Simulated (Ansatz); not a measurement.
Relaxation of BrH6NSi (9 atoms, charge 0, multiplicity 1), to a largest force component of 0.03 eV/Å in at most 50 steps.

Computed with RKS PBE/def2-SVP in Ansatz 0.2.0.

```xyz
9
Properties=species:S:1:pos:R:3:forces:R:3
Si -0.070 0.143 0.188 -0.15 0.26 0.56
N -0.040 0.118 1.987 0.21 -0.43 -0.63
H -0.931 0.003 2.478 -0.04 0.03 -0.01
H 0.527 0.828 2.461 -0.01 0.01 -0.03
H 1.354 0.210 -0.267 0.00 0.01 -0.02
H -0.808 1.327 -0.393 0.00 0.01 0.01
H -0.770 -1.100 -0.270 0.00 0.01 0.01
Br 1.743 -2.791 0.902 -0.38 0.44 0.80
H 1.042 -1.846 1.853 0.37 -0.34 -0.70
```

Task: Where does it end, and by what steps?

Result: It converged. After 10 steps the energy has fallen by 0.278 eV; Br8 moved furthest, 0.94 Å.

```json
{"step": "0", "energy less start (eV)": "0.0000", "largest force component (eV/Å)": "0.799", "accepted": "yes"}
{"step": "1", "energy less start (eV)": "-0.1251", "largest force component (eV/Å)": "0.335", "accepted": "yes"}
{"step": "2", "energy less start (eV)": "-0.2058", "largest force component (eV/Å)": "0.184", "accepted": "yes"}
{"step": "3", "energy less start (eV)": "-0.2540", "largest force component (eV/Å)": "0.148", "accepted": "yes"}
{"step": "4", "energy less start (eV)": "-0.2624", "largest force component (eV/Å)": "0.475", "accepted": "yes"}
{"step": "5", "energy less start (eV)": "-0.2730", "largest force component (eV/Å)": "0.124", "accepted": "yes"}
{"step": "6", "energy less start (eV)": "-0.2754", "largest force component (eV/Å)": "0.223", "accepted": "yes"}
{"step": "7", "energy less start (eV)": "-0.2764", "largest force component (eV/Å)": "0.173", "accepted": "yes"}
{"step": "8", "energy less start (eV)": "-0.2779", "largest force component (eV/Å)": "0.036", "accepted": "yes"}
{"step": "9", "energy less start (eV)": "-0.2776", "largest force component (eV/Å)": "0.110", "accepted": "no"}
{"step": "10", "energy less start (eV)": "-0.2783", "largest force component (eV/Å)": "0.006", "accepted": "yes"}
```

```xyz
9
Properties=species:S:1:pos:R:3
Si -0.147 0.269 0.063
N 0.120 -0.159 1.779
H -0.731 -0.356 2.323
H 0.695 0.503 2.316
H 1.210 0.419 -0.554
H -0.921 1.550 -0.116
H -0.915 -0.864 -0.545
Br 1.761 -2.886 1.835
H 0.976 -1.582 1.839
```

Whether the end is a true minimum wasn't checked by a vibrational analysis.

The run took 18 s on 2 threads of Arm Neoverse V1 (shared host), peak memory 0.13 GiB.
